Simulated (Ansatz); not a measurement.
A barrier at the coupled-cluster level

Start structure (Hf$_{2}$NH$_{3}$Cl$_{6}$O, singlet), relaxed at PBE0-D4/def2-TZVP:

Hf1  (0.675, 1.319, -1.010)
O2  (1.174, -0.164, 0.414)
Cl3  (0.370, 0.771, -3.259)
Cl4  (-0.272, 3.351, -0.354)
Cl5  (2.994, 1.814, -0.934)
Hf6  (-0.440, -1.354, 1.088)
N7  (-1.164, 0.172, -0.400)
Cl8  (-1.914, -0.583, 2.727)
Cl9  (-1.246, -3.124, -0.205)
Cl10  (1.225, -2.424, 2.398)
H11  (2.075, -0.292, 0.729)
H12  (-1.611, -0.269, -1.199)
H13  (-1.868, 0.783, 0.005)
(Å)

The step: Hf₂NH₃Cl₆O ([Cl][Hf]1([Cl])([Cl])[NH2][Hf]([Cl])([Cl])([Cl])[OH]1) → Hf₂NH₃Cl₆O ([Cl][Hf]1([Cl])([Cl])[NH2][Hf]([Cl])([Cl])([Cl])[OH]1); bonds formed: Hf1–Cl10, Cl4–Hf6; bonds broken: Hf1–Cl4, Hf6–Cl10. Ansatz 0.2.0; basis: def2-TZVPP and def2-QZVPP; cores frozen in the correlated methods. Core potentials replace the inner electrons of the atoms past krypton. Extrapolation: Hartree–Fock as exp(−7.88 √X), correlation as X^−2.97. Energies below are by CCSD(T) at an estimated basis limit (MP2 extrapolated from triple and quadruple zeta, plus CCSD(T) − MP2 in triple zeta).

**Question.** What are the electronic barrier and the energy of the step, from the start structure to the end structure? (To be estimated.)

**Answer.** The calculation gives: Barrier 170.7 kJ/mol; step energy 0.0 kJ/mol (both ends alike: a degenerate step); reverse barrier, their difference, 170.7 kJ/mol. Barrier and step energy count from the start structure, the reverse barrier from the end structure.

The saddle point: One imaginary mode of 74i cm⁻¹.
```tsv
pair	start (Å)	saddle (Å)	end (Å)
Hf1–Cl10	5.09	2.66	2.37
Cl4–Hf6	4.92	2.64	2.34
Hf1–Cl4	2.34	2.64	4.92
Hf6–Cl10	2.37	2.66	5.09
```

Zero-point energy (harmonic, PBE0-D4): ZPE is 128.1 kJ/mol at the start and 132.1 kJ/mol at the saddle, so the barrier goes from 170.7 to 174.7 kJ/mol.

T1 diagnostic: at most 0.016.

Labels in which every atom is bracketed show which atoms are joined, not bond orders.

For scale, one of the runs: CCSD(T)/def2-TZVPP, 468 basis functions, launched by `ansatz run in.yaml --threads 11 --pin off --events-out ev --progress --plain --max-ram 174080MiB --backend cuda --devices 0, --max-vram 75GiB`. The run took 36 s on 11 CPU threads of an AMD EPYC 7R13 and one NVIDIA H100 (shared host), with 1.2 GiB of host memory at its peak.
